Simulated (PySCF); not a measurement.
## `O[Si@]1(O[SiH3])SC[SiH2]S1`: 4 charge schemes on one density

Compound: CH8O2S2Si3.
Cartesian coordinates in Å at the GFN2-xTB level; atoms count from 1:
```xyz
16
CH8O2S2Si3 angstrom
O     -0.2764   -2.4409    0.1597
Si    -0.4150   -0.8379    0.0249
O     -1.9574   -0.4423   -0.1678
Si    -3.1051    0.7120   -0.3255
S      0.7742   -0.2265   -1.6287
C      2.3664   -0.0485   -0.7427
Si     2.1608    0.8903    0.9036
S      0.3723    0.1228    1.7910
H     -0.7943   -2.9390    0.7891
H     -2.9793    1.6230    0.8091
H     -2.8680    1.3835   -1.5998
H     -4.3194   -0.0954   -0.2962
H      2.7678   -1.0502   -0.5936
H      3.0245    0.4786   -1.4283
H      1.9852    2.3149    0.6444
H      3.2561    0.5648    1.8038
```

Density: PBE0/pcSseg-1 (PySCF); schemes: Mulliken, IAO, Hirshfeld and ESP-fitted. Geometry: GFN2-xTB, one conformer, isolated molecule.

Which atoms carry the lowest charge in the Mulliken, IAO, Hirshfeld and ESP-fitted schemes?

The schemes don't all agree: Mulliken O3 (-0.716); IAO O3 (-0.881); Hirshfeld O1 (-0.307); ESP-fitted C6 (-0.751).

For which atoms does the sign change between the 4 schemes (beyond +0.03 e in one, beyond −0.03 e in another)?

For none.

At which atom do the 4 schemes differ most?

At Si2: from +0.419 (Hirshfeld) to +1.259 e (IAO), 0.840 e apart.

Give the atomic charges in each scheme.

In e:

```csv
atom,environment,Mulliken,IAO,Hirshfeld,ESP-fitted
O1,silanol oxygen,-0.514,-0.784,-0.307,-0.660
Si2,oxygen-bound silicon,+1.113,+1.259,+0.419,+0.714
O3,siloxane oxygen,-0.716,-0.881,-0.305,-0.400
Si4,oxygen-bound silicon,+0.730,+0.887,+0.398,+0.641
S5,sulfur bonded to C and Si,-0.258,-0.178,-0.083,-0.173
C6,sp3 carbon bound to sulfur,-0.643,-0.625,-0.159,-0.751
Si7,SiH2 silicon,+0.651,+0.715,+0.320,+0.494
S8,sulfur bonded to 2 Si,-0.566,-0.475,-0.198,-0.385
H9,hydroxyl hydrogen,+0.255,+0.375,+0.185,+0.449
H10,Si–H hydrogen,-0.102,-0.137,-0.075,-0.135
H11,Si–H hydrogen,-0.105,-0.138,-0.074,-0.131
H12,Si–H hydrogen,-0.117,-0.135,-0.076,-0.124
H13,methylene hydrogen,+0.195,+0.169,+0.045,+0.280
H14,methylene hydrogen,+0.187,+0.177,+0.051,+0.315
H15,Si–H hydrogen,-0.046,-0.117,-0.073,-0.073
H16,Si–H hydrogen,-0.062,-0.113,-0.070,-0.060
```

Mean size of the charges over all atoms: IAO 0.448 e, Mulliken 0.391 e, ESP-fitted 0.361 e, Hirshfeld 0.177 e. Each set sums to the total charge, 0, to within 0.001 e. The IAO scheme counts the electrons in orthogonalised intrinsic atomic orbitals, a minimal basis polarised so that it spans the occupied orbitals exactly.

How many electrons does the Hirshfeld scheme count on S5?

Z − q = 16 − (-0.083) = 16.083.

Sum the charges by element, for elements with more than one atom.

```tsv
element	atoms	Mulliken	IAO	Hirshfeld	ESP-fitted
O	2	-1.231	-1.664	-0.611	-1.060
Si	3	+2.494	+2.860	+1.138	+1.849
S	2	-0.824	-0.653	-0.281	-0.558
H	8	+0.204	+0.082	-0.088	+0.520
```
